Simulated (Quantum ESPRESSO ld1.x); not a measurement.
The numbers below are computed, except where a source is named.
Coherent X-ray form factor from a spherical all-electron density. Code: ld1.x of Quantum ESPRESSO 7.5. Model: Dirac Kohn-Sham, PBE, spin-unpolarised, spherical densities, point nucleus.

sin(theta)/lambda (1/angstrom),f0 (electrons)
0.05,57.333
0.1,55.459
0.15,52.708
0.2,49.490
0.25,46.173
0.3,43.008
0.4,37.543
0.5,33.175
0.6,29.563
0.8,23.862
1,19.902
1.25,16.754
1.5,14.545
2,10.782

The species is in the configuration that NIST lists as its ground one. Which atom or ion scatters so?

Answer. The promethium ion Pm3+, [Xe] 4f4. Extrapolating in s^2 from the first two rows gives f0(0) = 58.0, near the electron count 58; among species with that count, the fall with angle is slower the higher Z, and the table is that of Z = 61; from so few rows the species is fixed only to a neighbour or two.
